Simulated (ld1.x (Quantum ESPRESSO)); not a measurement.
## Mg, ultrasoft: configuration errors across variants

magnesium, ultrasoft, made with ld1.x (Quantum ESPRESSO) 7.5 (LDA (PZ), non-relativistic). Core [Ne], reference 3s1.5 3p0 (charge +0.5). Waves: 3s (bound): rcut 2.00, rcutus 2.70 bohr; 3s channel at 0.4 Ry: rcut 2.00, rcutus 2.70 bohr; 3p (bound, empty): rcut 1.60, rcutus 2.20 bohr; 3p channel at 0.35 Ry: rcut 1.60, rcutus 2.20 bohr; 3d channel at 0.2 Ry: rc 2.25 bohr. Local part: the d channel. Core correction: a·sin(br)/r model core inside 2.20 bohr. Augmentation charge: PSQ, inside the norm-conserving radii.

All-electron excitation energies from the reference (eV): (1) 3s2 3p0 -3.187; (2) 3s1 3p0 4.874; (3) 3s1 3p1 0.320; (4) 3s0 3p1 9.242; (5) 3s0 3p2 4.046; (6) 3s1.5 3p0 spin -0.057; (7) 3s1 3p0 spin 4.554.

Spin tests fill each open shell by Hund’s rule, majority spin first.

3 further variants failed, have other tests or too few solved ones, and are left out.

A true bound ghost makes a file unfit for plane-wave use even where its test errors are small: the radial tests pick states by their node count and pass the ghost by.

Errors AE − PS in meV (a dash: test not solved or not reliable):

| change | (1) | (2) | (3) | (4) | (5) | (6) | (7) | bound ghosts |
| --- | --- | --- | --- | --- | --- | --- | --- | --- |
| base | +1.2 | +3.4 | +4.4 | +37 | +33 | +4.7 | +32 | none |
| local potential all-electron potential smoothed inside 1.65 bohr (lloc = -1) | +1.2 | +3.4 | +4.4 | +37 | +33 | +4.7 | +32 | none |
| wave 3s channel at 0.4 Ry: rcut 2.00, rcutus 2.70 bohr becomes 3s channel at 1.08 Ry: rcut 2.00, rcutus 2.70 bohr | +1.2 | +3.4 | +4.4 | +37 | +33 | +4.7 | +32 | none |

Q: Give the same row for: wave 3d channel at 0.2 Ry: rc 2.25 bohr becomes 3d channel at 0.2 Ry: rc 3.16 bohr.

A: +1.2, +3.4, +4.1, +32, +28, +4.7, +32; bound ghosts: p.
